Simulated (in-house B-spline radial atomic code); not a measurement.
Ga⁺. Computed with a B-spline radial atomic code. Model: non-relativistic spherical atom: semilocal Troullier-Martins pseudo-atom, one channel per l, against all electrons, high spin, G0W0 and RPA with empty states to l = 8, local potential for every l without a channel, a model core (radius 0 = none) keeps its share of the functional.

What the tables leave out is listed at the end.

The pseudopotential gives back the lowest level of each angular momentum of its own functional in the configuration it was made in; a second state of the same l is only approximately right. Exact exchange, RPA and GW see the smooth pseudo-orbitals and miss the exchange with the core, for which the functional's share stands in. The column with an uncorrelated core keeps all orbitals and exact exchange, and so separates missing core correlation from pseudisation. Only the three outermost levels and the lowest empty one were computed. RPA here is direct RPA, with no exchange kernel, and its energies carry an (l + 1/2)⁻⁴ tail. A hybrid on a potential with a model core restores only its own semilocal share of the core's exchange.

Command:
```bash
python run_psgw.py task.json out
```
Settings (lengths in bohr, energies in hartree):
```
Z                      31
electrons              30
configuration          [Ar] 3d10 4s2
generated_in           [Ar] 3d10 4s2 4p1
functional             pbe,pbe
core_shells            3
radius_factor          0.9
core_correction        True
ion_configuration      [Ar] 3d10 4s1
```

Cost of the run: 26 s on 1 thread of Intel(R) Xeon(R) 6975P-C (Granite Rapids), with other jobs on the host.

Given: made with PBE; model core radius 0.306 bohr; local radius 0.648 bohr; mean-field start PBE.

Valence shells of the generating configuration: 3s, 3p, 3d, 4s, 4p.

Channel: s 0.519, p 0.509, d 1.437 (radii in bohr).

Computed: largest level miss in the spin-unpolarised generating configuration 0.098 eV; valence RPA correlation energy all-electron orbitals -1.4959 hartree; all-electron RPA polarisability, core included 14.799 bohr³; pseudo-atom RPA polarisability 14.528 bohr³; ionisation by mean-field all-electron 20.427 eV; ionisation by mean-field pseudo minus all 0.159 eV; ionisation by RPA pseudo minus all 0.241 eV.

| level | occupied | mean-field all-electron (eV) | mean-field pseudo minus all (eV) | G0W0 all-electron (eV) | G0W0 uncorrelated core minus all (eV) | G0W0 pseudo minus all (eV) | exchange self-energy all-electron (eV) | exchange self-energy pseudo (eV) |
| --- | --- | --- | --- | --- | --- | --- | --- | --- |
| 4s | 1 | -16.039 | -0.129 | -20.482 | 0.006 | -0.208 | -14.318 | -13.823 |
| 4p (empty) | 0 | -9.0913 | -0.037 | -6.162 | 0.006 | -0.028 | -3.9288 | -3.6096 |

**Question.** What is the valence RPA correlation energy pseudo?

**Answer.** -1.3532 hartree.

**Question.** What is the ionisation by RPA all-electron?

**Answer.** 20.593 eV.

Given: mean-field start PBE0.

Computed: valence RPA correlation energy all-electron orbitals -1.4334 hartree; valence RPA correlation energy pseudo -1.2978 hartree; all-electron RPA polarisability, core included 13.449 bohr³; ionisation by mean-field all-electron 20.095 eV; ionisation by mean-field pseudo minus all 0.129 eV; ionisation by RPA pseudo minus all 0.189 eV.

```csv
level,occupied,mean-field all-electron (eV),mean-field pseudo minus all (eV),G0W0 all-electron (eV),G0W0 uncorrelated core minus all (eV),G0W0 pseudo minus all (eV),exchange self-energy all-electron (eV),exchange self-energy pseudo (eV)
4s,1,-16.922,-0.112,-20.399,0.006,-0.173,-14.087,-13.596
3d,1,-31.403,-0.067,-37.068,0.094,0.001,-57.677,-52.31
4p (empty),0,-8.2048,-0.032,-6.1214,0.005,-0.027,-3.6334,-3.3511
```

**Question.** What is the ionisation by RPA all-electron?

**Answer.** 20.417 eV.

**Question.** What is the pseudo-atom RPA polarisability?

**Answer.** 13.259 bohr³.

Among the listed levels the largest G0W0 shift of the pseudo-atom is -0.21 eV, for 4s on the PBE start, while leaving the core uncorrelated moves that level by +0.01 eV. So pseudisation and the lost core exchange, not the missing core correlation, make the error. Not in the tables (levels of low weight, unsolved or above zero; the highest and the empty levels are kept at any weight): on PBE the G0W0 levels 3d (pseudo minus all +0.12 eV, weights 0.71 and 0.66), 3p (pseudo minus all -0.39 eV, weights 0.22 and 0.26); on PBE0 the G0W0 levels 3p (pseudo minus all -0.54 eV, weights 0.41 and 0.48); no Hartree-Fock pseudo-atom is run with a model core.
